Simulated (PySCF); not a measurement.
Molecule: C2H9BSi, SMILES CC[SiH2]B. Atoms near the plane z = 1.5 Å, at the GFN2-xTB optimised geometry (x, y, z in Å): Si2 (1.6, -0.3, 0.0), C3 (-0.3, -0.3, 0.0), C4 (-0.9, 1.1, 0.0), H7 (2.0, -1.7, 0.1), H8 (2.0, 0.3, 1.3), H10 (-0.7, -0.8, 0.9), H12 (-0.6, 1.7, 0.9), H13 (-2.0, 1.1, 0.0).

Level of theory: B3LYP/def2-TZVP (PySCF). The values are rescaled to run from 0 to 1.

```
|                             |
|                             |
|           .....             |
|          .......            |
|         .........           |
|         ..::::...           |
|        ..:=+=-:..           |
|...     ..-#@%+:..           |
|.....   .:=%@@+-..           |
|.........:-#@#=:..           |
|..........:=+=-:....::.      |
|..........:::::....-#@#-     |
|...........:::....-%@@@#:    |
|..........:::::..:=@@@@@:    |
|..........:--::::-=@@@@%:    |
|.........:=++=:::-=*@@%-.    |
|........:-*@@*-::-=++=-.     |
|........:=#@@#-::-==--..     |
|........:-*@@*-:::--:..      |
|.........:=++-:.......       |
| .........::::......         |
|  ..............             |
|    ..........               |
|      .......                |
|                             |
|                             |
|                             |
|                             |
|                             |
```
Scale: ten equal steps from 0.000 (start of ' ') to 1.00 (end of '@'), in the order ' .:-=+*#%@'; x runs from -4.00 to 4.00, y from -4.00 (bottom) to 4.00 (top).

Which quantity is mapped?
A. Laplacian of the electron density
B. deformation density (molecule minus spherical neutral atoms)
C. electrostatic potential
D. electron localisation function

C, electrostatic potential. In full: electrostatic potential (hartree/e), clipped to [-0.08, 0.12].
